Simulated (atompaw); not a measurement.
**What one change does to a pseudopotential (niobium (Nb), PAW (atompaw))**

| Item | Value |
| --- | --- |
| Element | Nb (Z = 41) |
| Generator | atompaw 4.2.0.5 |
| Type | PAW |
| Functional | PBE |
| Relativity | scalar-relativistic |
| Frozen core | [Ar] 3d10 |
| Valence charge | 13 |
| Reference configuration | 4s2 4p6 4d4 5s0 5p1 |
| Partial waves | 4s (bound): rc 1.45 bohr; 5s (bound, empty): rc 2.05 bohr; 4p (bound): rc 1.65 bohr; 5p (bound): rc 2.25 bohr; 4d (bound): rc 2.25 bohr; 4d channel at 3.9 Ry: rc 2.25 bohr |
| Local potential | vpsmatchnc scheme with l = 3 at 1 Ry, radius 1.65 bohr |
| Core correction | smooth core density matched at 2.20 bohr |
| Augmentation charge | sinc compensation charge, radius 1.80 bohr; PAW radius 2.25 bohr; waves and projectors: custom polynom vanderbiltortho |

Change: all radii scaled by about 1.11 (s 1.62, p 1.84, d 2.50 bohr); local potential vpsmatchnc scheme with l = 3 at 1 Ry, radius 1.84 bohr; augmentation sinc compensation charge, radius 2.00 bohr; PAW radius 2.50 bohr; waves and projectors: custom polynom vanderbiltortho; core correction smooth core density matched at 2.44 bohr.

Cutoffs: the cutoffs (Ry, on a coarse ladder) from which the occupation-weighted sum of valence levels, in a spherical-Bessel basis at the reference potential, stays within 10 and 1 mRy of its value at 400 Ry; they do not see the model core or the augmentation charge, which bear on the density cutoff.

Q: What does the change do?

A: The potential gets softer (30 Ry and 45 Ry → 25 Ry and 40 Ry); both files keep a bound ghost (s). A larger radius leaves more room for a smooth pseudo-wave, so fewer plane waves are needed.

```csv
quantity,base,changed
"cutoff, loose",30 Ry,25 Ry
"cutoff, tight",45 Ry,40 Ry
loose cutoff by channel (10 mRy a level),"s 12 Ry, p 21 Ry, d 15 Ry","s 12 Ry, p 18 Ry, d 12 Ry"
bound ghosts,s,s
lowest overlap eigenvalue by channel,"s 0.59, p 0.59, d 0.87","s 0.64, p 0.60, d 0.83"
```

 A true bound ghost makes a file unfit for plane-wave use even where its test errors are small: the radial tests pick states by their node count and pass the ghost by. The cutoffs see the waves, projectors and local potential, not the compensation charge or the core.
